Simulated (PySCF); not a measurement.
**Radial density of Mn (manganese, neutral)**

UHF, [Ar] 3d5 4s2, high-spin 6S determinant. Calculation: PySCF 2.14, in aug-cc-pVDZ; no relativity, point nucleus.

```tsv
r (bohr)	4πr²ρ (e/bohr)	4πr²(ρα − ρβ)
0.00108	0.1475	0.0000
0.00182	0.4020	0.0000
0.00306	1.069	0.0001
0.00515	2.725	0.0003
0.00867	6.469	0.0007
0.0146	13.64	0.0015
0.0245	23.61	0.0025
0.0413	29.85	0.0030
0.0694	25.54	0.0053
0.117	24.59	0.0427
0.196	33.11	0.2925
0.330	18.92	1.3937
0.555	12.64	3.6279
0.934	12.89	3.9859
1.57	3.410	1.7454
2.64	0.9602	0.3015
4.45	0.3271	-0.0315
7.48	0.02285	-0.0092
12.6	9.887e-05	-0.0001
```

(1) Where is the radial spin density 4πr²(ρα − ρβ) most negative, and why is it negative at all?

Answers

(1) Around r = 4.45 bohr, down to -0.0315 e/bohr: exchange with the open shell polarises the paired shells in an unrestricted calculation.
